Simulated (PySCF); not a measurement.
B(OMe)(SMe)2, SMILES COB(SC)SC at its GFN2-xTB optimised geometry (Å):

```
16

B     -0.0056    -0.4044     0.0000
O     -0.7316     0.7174     0.0000
C     -0.2149     2.0291    -0.0230
H     -0.1328     2.3667    -1.0585
H     -0.9151     2.6676     0.5162
H      0.7711     2.0716     0.4445
S     -0.9354    -1.9646     0.0112
C     -2.6486    -1.3529     0.0095
H     -2.8164    -0.7578     0.9009
H     -3.2889    -2.2284     0.0072
H     -2.8142    -0.7546    -0.8802
S      1.8152    -0.4044     0.0000
C      2.2072    -2.1828     0.0484
H      1.7943    -2.6185     0.9523
H      3.2889    -2.2609     0.0454
H      1.7857    -2.6676    -0.8262
```

Level of theory: B3LYP/def2-TZVP run with PySCF.

Map of the HOMO−1 amplitude (bohr^(-3/2)) on the plane z = 0.8 Å; orbital energy -7.03 eV, overall sign arbitrary:

```
|33333333333333333333333333333|
|33333333333333333333333333333|
|33333333333333333333333333333|
|33333333333333333333333333333|
|33333333333333333333333333333|
|33333333333343333333333333333|
|33333333334444433333333333333|
|33333333334444444433333333333|
|33333333333444444443333333333|
|33333333333334444443333333333|
|33333333333223344444433333333|
|33333333332111234444443333333|
|33333333332100234455444333333|
|33333333332101345666544433333|
|33333333333223456788754433333|
|33333322233344566899754433333|
|33333221234455666788754433333|
|33333222245666655666544333333|
|33333322346787654444333333333|
|33333333346887544322223333333|
|33333333445776543210123333333|
|33333333445555443210123333333|
|33333333344444433322223333333|
|33333333334444333332333333333|
|33333333333333333333333333333|
|33333333333333333333333333333|
|33333333333333333333333333333|
|33333333333333333333333333333|
|33333333333333333333333333333|
```
Scale: ten equal steps from -0.083 (start of '0') to 0.143 (end of '9'), in the order '0123456789'; x runs from -5.50 to 5.50, y from -5.50 (bottom) to 5.50 (top).
